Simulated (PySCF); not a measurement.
Predicted microwave data (CAM-B3LYP/def2-SVPD in PySCF (dipole) on a GFN2-xTB geometry, gas phase) for one isomer of C4H12Si3:

| Property | Result |
| --- | --- |
| Rotational constants | A = 2584, B = 835.3, C = 755.0 MHz |
| Dipole components | \|μa\| = 0.14 D, \|μb\| = 0.00 D, \|μc\| = 0.87 D |
| Inertial defect | -131.21 u·Å² |
| κ | -0.91 |

Task: Which structure is it? (One computed conformer of each.)
A. `[SiH3:1]/[CH:2]=[CH:3]\[SiH2:4][SiH:5]1[CH2:6][CH2:7]1` with C2–C3–Si4–Si5 -81°, C3–Si4–Si5–C6 15°
B. `[CH3:1][Si@@H:2]1[CH:3]=[CH:4][SiH2:5][CH2:6][SiH2:7]1` with C1–Si2–C3–C4 -126°, C3–C4–Si5–C6 -24°, C4–Si5–C6–Si7 52°, Si5–C6–Si7–Si2 -51°
C. `[CH2:1]=[CH:2][SiH2:3]/[C:4]([SiH3:5])=[CH:6]\[SiH3:7]` with C1–C2–Si3–C4 101°, C2–Si3–C4–Si5 -85°
D. `[CH:1]#[C:2][C@@H:3]([CH3:4])[SiH:5]([SiH3:6])[SiH3:7]` with C2–C3–Si5–Si6 -69°
E. `[CH2:1]=[CH:2][C@H:3]1[SiH2:4][C@@H:5]([SiH3:6])[SiH2:7]1` with C1–C2–C3–Si4 127°
F. `[CH:1]#[C:2][CH2:3][CH2:4][SiH:5]([SiH3:6])[SiH3:7]` with C2–C3–C4–Si5 -179°, C3–C4–Si5–Si6 -64°

Result: E. It is C=C[C@H]1[SiH2][C@@H]([SiH3])[SiH2]1, a near-prolate asymmetric top, point group Cs. The candidates at the same level (rigid rotor, commonest isotopes):

```json
{"SMILES": "C=C[C@H]1[SiH2][C@@H]([SiH3])[SiH2]1", "A (MHz)": "2584", "B (MHz)": "835.3", "C (MHz)": "755.0", "μa (D)": "0.14", "μb (D)": "0.00", "μc (D)": "0.87", "Δ (u·Å²)": "-131.21", "point group": "Cs", "rotor": "near-prolate asymmetric top"}
{"SMILES": "C[Si@@H]1C=C[SiH2]C[SiH2]1", "A (MHz)": "1997", "B (MHz)": "1168", "C (MHz)": "817.6", "μa (D)": "0.24", "μb (D)": "0.19", "μc (D)": "0.10", "Δ (u·Å²)": "-67.49", "point group": "C1", "rotor": "asymmetric top"}
{"SMILES": "C=C[SiH2]/C([SiH3])=C\\[SiH3]", "A (MHz)": "1440", "B (MHz)": "1002", "C (MHz)": "671.3", "μa (D)": "0.16", "μb (D)": "0.08", "μc (D)": "0.42", "Δ (u·Å²)": "-102.71", "point group": "C1", "rotor": "asymmetric top"}
{"SMILES": "C#C[C@@H](C)[SiH]([SiH3])[SiH3]", "A (MHz)": "1313", "B (MHz)": "1140", "C (MHz)": "836.1", "μa (D)": "0.37", "μb (D)": "0.04", "μc (D)": "0.64", "Δ (u·Å²)": "-223.68", "point group": "C1", "rotor": "asymmetric top"}
{"SMILES": "[SiH3]/C=C\\[SiH2][SiH]1CC1", "A (MHz)": "2028", "B (MHz)": "844.4", "C (MHz)": "733.7", "μa (D)": "0.32", "μb (D)": "0.13", "μc (D)": "0.60", "Δ (u·Å²)": "-158.95", "point group": "C1", "rotor": "asymmetric top"}
{"SMILES": "C#CCC[SiH]([SiH3])[SiH3]", "A (MHz)": "1624", "B (MHz)": "770.6", "C (MHz)": "586.0", "μa (D)": "0.14", "μb (D)": "0.01", "μc (D)": "0.37", "Δ (u·Å²)": "-104.54", "point group": "near Cs", "rotor": "asymmetric top"}
```

`[SiH3]/C=C\[SiH2][SiH]1CC1` has A 22 % too low; `C#C[C@@H](C)[SiH]([SiH3])[SiH3]` has A 49 % too low; `C=C[SiH2]/C([SiH3])=C\[SiH3]` has A 44 % too low; `C#CCC[SiH]([SiH3])[SiH3]` has A 37 % too low; `C[Si@@H]1C=C[SiH2]C[SiH2]1` has B 40 % too high. In the right answer the mirror of this Cs structure is the ac plane, so μb vanishes by symmetry. No structure here is proved a minimum.
